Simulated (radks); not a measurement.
Results of a calculation; reference values are marked as such.
Task: Excited configurations of the indium ion In2+: one electron is placed in a higher orbital outside [Kr] 4d10. The ground configuration is [Kr] 4d10 5s1. Code: a radial shooting solver on a logarithmic mesh with Libxc functionals. Model: scalar-relativistic Kohn-Sham, PBEsol, spin-polarised, spherical densities, point nucleus; open shells are filled with parallel spins first (spin-orbit coupling, left out, can overturn this in heavy ions). Excitation = E - E(ground); binding = E(ion) - E, where the ion is the core of charge +3; n* = 3/sqrt(2 binding) in atomic units, and the quantum defect is n - n*.

| outer orbital | excitation (eV) | binding (eV) | n* | quantum defect | eigenvalue (eV) | <r> (bohr) |
|---|---|---|---|---|---|---|
| 4f | 20.483 | 8.084 | 3.892 | 0.108 | -6.470 | 5.499 |
| 5d | 16.291 | 12.276 | 3.158 | 1.842 | -10.129 | 4.167 |
| 6p | 18.032 | 10.535 | 3.409 | 2.591 | -9.020 | 5.743 |
| 6f | 24.677 | 3.889 | 5.611 | 0.389 | -3.295 | 14.17 |
| 7p | 22.160 | 6.407 | 4.372 | 2.628 | -5.555 | 9.585 |
| 7d | 23.746 | 4.821 | 5.040 | 1.960 | -4.150 | 12.23 |
| 7f | 25.678 | 2.888 | 6.511 | 0.489 | -2.488 | 19.95 |

Estimate the row for 5p.

Result: excitation (eV) 7.604; binding (eV) 20.962; n* 2.417; quantum defect 2.583; eigenvalue (eV) -17.447; <r> (bohr) 2.791. The Delta-SCF ionisation energy is 28.567 eV (NIST Atomic Spectra Database: 28.044 eV, measured). Self-interaction in the functional shifts the binding energies and quantum defects, so they are the method's values and not measured ones.
